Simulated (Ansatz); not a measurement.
Process, species as SMILES: [CH3][Ge]([F])([F])[F] [trifluoro(methyl)germane] -> [CH3][Ge]([F])[F] + F atom (the F-Ge bond at the site shown breaks; other sites are not compared here)
Structures are relaxed separately at B3LYP-D3(BJ)/def2-TZVP in Ansatz (a program for electronic structure). Frequencies are from Ansatz.

Quantity: bond dissociation energy (enthalpy at 298 K, with B3LYP-D3(BJ) rigid-rotor harmonic-oscillator terms), in kcal/mol. Cores are frozen in the correlated levels unless marked. UHF or UKS for open shells. No spin-orbit coupling. Frozen are the shells of the preceding noble gas and the d and f shells that filled before the atom's block. No relativistic terms. CBS(X,Y): correlation extrapolated as X^-3; Hartree-Fock from the larger set.

```csv
level,program,bond dissociation energy (kcal/mol)
revPBE-D3(BJ)/def2-TZVPD,Ansatz + dftd3,123.6
revPBE-D4/def2-TZVPD,Ansatz + dftd4,124.4
r2SCAN-D4/def2-TZVPD,Ansatz + dftd4,129.1
B97M-V/def2-TZVPD,Ansatz,130.7
```

Problem. Predict the CCSD(T)/CBS(aug-cc-pVTZ,aug-cc-pVQZ) result (Ansatz).

Solution. 137.6 kcal/mol, so B97M-V/def2-TZVPD differs from it by -6.9 kcal/mol.
